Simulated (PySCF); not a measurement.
Stepwise substitution at one centre (Si CH3-OCH3). Isolated molecules, 0 K electronic values unless said otherwise. One relaxed conformer stands for each flexible species; it need not be the lowest. Strings in code marks are SMILES.

Quantity: redistribution energy (mixed species minus the weighted end members), in eV.

Level 1: B3LYP/3-21G // PBE-D3(BJ)/def2-SVP (PySCF)
Level 2: BP86/6-31G* // PBE-D3(BJ)/def2-SVP (PySCF)
Level 3: SVWN5/6-31G* // PBE-D3(BJ)/def2-SVP (PySCF)
Level 4: frozen-core MP2/6-31G* // PBE-D3(BJ)/def2-SVP (PySCF)

```
species                                                                                       level 1  level 2  level 3  level 4
--------------------------------------------------------------------------------------------  -------  -------  -------  -------
2 of 4 CH3 replaced by OCH3: `CO[Si](C)(C)OC` (C–O–Si–O torsion -56°, O–Si–O–C torsion 174°)   -0.040    0.078    0.067    0.102
3 of 4 CH3 replaced by OCH3: `C[Si](OC)(OC)OC`                                                 -0.078    0.011    0.002    0.025
1 of 4 CH3 replaced by OCH3: `CO[Si](C)(C)C` (C–O–Si–C torsion 61°)                            -0.038    0.067    0.058    0.079
```
